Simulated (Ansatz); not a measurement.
Two isomers of C3H7ClSi: A = `CC(C)[Si]Cl`, B = `C=C([SiH3])CCl`.

Program: Ansatz. Geometries: PBE0-D4/def2-TZVP. ΔE: electronic, gas phase. CCSD(T)/CBS is the MP2 limit (def2-TZVPP, def2-QZVPP) plus CCSD(T) − MP2 in def2-TZVPP, frozen cores. DFT in def2-TZVPP. B3LYP here is the variant with VWN-RPA as its local correlation; programs differ in this. One conformer a species, not always the lowest.

A:

```xyz
12

C     1.221    0.034   -0.562
C    -0.038   -0.602    0.006
C    -1.287    0.244   -0.275
Si   -0.093   -0.967    1.873
Cl    0.568    0.874    2.621
H     1.403    1.011   -0.109
H     1.131    0.178   -1.644
H     2.108   -0.582   -0.387
H    -0.187   -1.588   -0.459
H    -1.470    0.314   -1.352
H    -2.196   -0.173    0.175
H    -1.162    1.258    0.112
```

B:

```xyz
12

C     1.435    0.607   -0.466
C     0.220    0.208   -0.094
Si   -0.208   -1.617   -0.035
C    -0.821    1.221    0.251
Cl   -1.484    0.948    1.895
H     2.204   -0.099   -0.764
H     1.709    1.660   -0.492
H     0.852   -2.357   -0.768
H    -0.284   -2.125    1.357
H    -1.523   -1.841   -0.695
H    -1.677    1.159   -0.422
H    -0.423    2.236    0.234
```

Which isomer does CCSD(T)/CBS put lower? Give the gap. (An estimate is asked.)

The calculation gave: A, by 99.4 kJ/mol.

Give E(B) − E(A) in kJ/mol with CCSD(T)/def2-TZVPP, r2SCAN-D4, HF/def2-TZVPP, B3LYP-D4, B3LYP, PBE0-D4, B2PLYP. (Estimate.)

Ansatz gave: CCSD(T)/def2-TZVPP 98.5, r2SCAN-D4 96.1, HF/def2-TZVPP 79.0, B3LYP-D4 97.8, B3LYP 95.2, PBE0-D4 107.3, B2PLYP 95.8. None reverses the order clearly.

Largest T1 diagnostic: 0.011.

In def2-TZVPP, CCSD(T) changes the Hartree–Fock value by +19.5 kJ/mol (the triples alone add −1.6 kJ/mol) and MP2 by +20.6 kJ/mol.
